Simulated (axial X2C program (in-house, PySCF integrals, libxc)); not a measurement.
## NaAg along the bond: HF, two-component

All values were computed with an in-house all-electron X2C program for linear molecules (integrals from PySCF). Two-component (2c) means X2C with spin–orbit coupling and atomic mean-field two-electron Coulomb and Gaunt terms. Basis: Ag dyall-cv3z [12s12p8d5f3g], Na dyall-cv3z [9s8p5d2f] (cores contracted in-house); Gaussian nuclei, density fitting, unrestricted open shells. Masses: Ag 106.905 u, Na 22.990 u.

State: Ω = 0 (closed shell). Dipoles are positive if Na is the positive end.

Results along the bond:

```json
{"R (Å)": "2.336", "μ (D)": "3.517", "HOMO (eV)": "-5.60", "LUMO (eV)": "0.06"}
{"R (Å)": "2.443", "μ (D)": "3.633", "HOMO (eV)": "-5.54", "LUMO (eV)": "0.03"}
{"R (Å)": "2.524", "μ (D)": "3.720", "HOMO (eV)": "-5.50", "LUMO (eV)": "0.01"}
{"R (Å)": "2.604", "μ (D)": "3.809", "HOMO (eV)": "-5.45", "LUMO (eV)": "-0.01"}
{"R (Å)": "2.685", "μ (D)": "3.899", "HOMO (eV)": "-5.41", "LUMO (eV)": "-0.03"}
{"R (Å)": "2.779", "μ (D)": "4.003", "HOMO (eV)": "-5.35", "LUMO (eV)": "-0.06"}
{"R (Å)": "2.873", "μ (D)": "4.109", "HOMO (eV)": "-5.29", "LUMO (eV)": "-0.08"}
{"R (Å)": "2.994", "μ (D)": "4.246", "HOMO (eV)": "-5.22", "LUMO (eV)": "-0.12"}
{"R (Å)": "3.141", "μ (D)": "4.415", "HOMO (eV)": "-5.13", "LUMO (eV)": "-0.17"}
{"R (Å)": "3.356", "μ (D)": "4.664", "HOMO (eV)": "-5.00", "LUMO (eV)": "-0.25"}
```

The state is a single determinant with fixed occupations, the lowest that a limited PBE0 search found. Closed shells are restricted here (equal orbitals for both partners); the stretched side of such a curve lies too high.
